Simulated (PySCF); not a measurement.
The dipole of `C=C[C@@H]1C[P@]1(P)=S` from its density and from atomic charges.

Coordinates (GFN2-xTB, Å) and charges (e) from the PBE0/pcSseg-1 density (PySCF):

```tsv
atom	x	y	z	Mulliken	IAO	Hirshfeld	ESP-fitted
C1	2.534	-0.885	0.605	-0.1354	-0.3164	-0.0996	-0.4405
C2	1.538	-0.012	0.630	-0.0978	-0.1293	-0.0441	-0.1931
C3	0.462	0.025	-0.359	-0.3782	-0.2961	-0.0634	+0.0530
C4	-0.204	1.372	-0.694	-0.2712	-0.4789	-0.1179	-0.3077
P5	-1.274	0.249	0.266	+0.1868	+0.7654	+0.2426	+0.1636
P6	-2.590	-0.752	-1.164	+0.0154	+0.0072	+0.0789	-0.1725
S7	-1.735	0.599	2.132	-0.3361	-0.5486	-0.3069	-0.3515
H8	3.300	-0.891	1.361	+0.1220	+0.1585	+0.0513	+0.1946
H9	2.621	-1.622	-0.176	+0.1108	+0.1451	+0.0454	+0.1922
H10	1.464	0.717	1.427	+0.1140	+0.1563	+0.0449	+0.1884
H11	0.580	-0.658	-1.195	+0.1492	+0.1601	+0.0496	+0.1192
H12	-0.412	1.560	-1.739	+0.1661	+0.1694	+0.0526	+0.1454
H13	0.183	2.233	-0.162	+0.1746	+0.1747	+0.0585	+0.1563
H14	-3.708	-0.092	-0.653	+0.0910	+0.0178	+0.0048	+0.1324
H15	-2.763	-1.833	-0.300	+0.0887	+0.0146	+0.0038	+0.1201
```

Form Σ q r in debye for every column and set it beside the full dipole.

The full density gives (0.73, -0.69, -3.35) D, 3.50 D in size; dipole vectors point from the negative to the positive end.

| scheme | μx | μy | μz | size (D) | share of the full size (%) | angle to the full dipole (°) |
| --- | --- | --- | --- | --- | --- | --- |
| Mulliken | 0.09 | -1.22 | -3.73 | 3.92 | 112 | 12 |
| IAO | 0.00 | -1.30 | -4.45 | 4.63 | 132 | 13 |
| Hirshfeld | 0.18 | -0.83 | -3.38 | 3.48 | 100 | 9 |
| ESP-fitted | 0.76 | -0.74 | -3.56 | 3.72 | 106 | 0 |

Which set comes closest?

Length of the difference vector: ESP-fitted 0.22 D, Hirshfeld 0.57 D, Mulliken 0.91 D, IAO 1.45 D. Closest: ESP-fitted. The schemes that divide the density aren't constrained to reproduce the dipole.

What is left for the Hirshfeld atoms' own dipoles?

The shares of the density sum to the whole, so what Σ q r misses lies in dipoles about the nuclei. The atomic dipoles sum to (0.73, -0.69, -3.35) − (0.18, -0.83, -3.38) = (0.55, 0.14, 0.03) D, 0.57 D in size.

With the origin at the mean of the coordinates, (0.000, 0.001, -0.001) Å, which are the largest single terms, by size, of the IAO dipole along the direction of the full one?

S7 +6.65, P5 -2.10, H11 +1.07, H12 +1.03, H10 -0.90 D; all 15 atoms together +4.52 D. The single terms depend on the origin, their sum doesn't.

Give the size of the full dipole in other units.

3.50 D = 1.376 au = 0.728 e·Å = 11.67 × 10⁻³⁰ C·m.

The structure is a single GFN2-xTB conformer in the gas phase; no vibrational or solvent corrections.

Shape of the structure used: `[CH2:1]=[CH:2][C@@H:3]1[CH2:4][P@:5]1([PH2:6])=[S:7]`: C1–C2–C3–C4 -150°, H–P6–P5–C4 -112°, H–P6–P5–C4 155°.
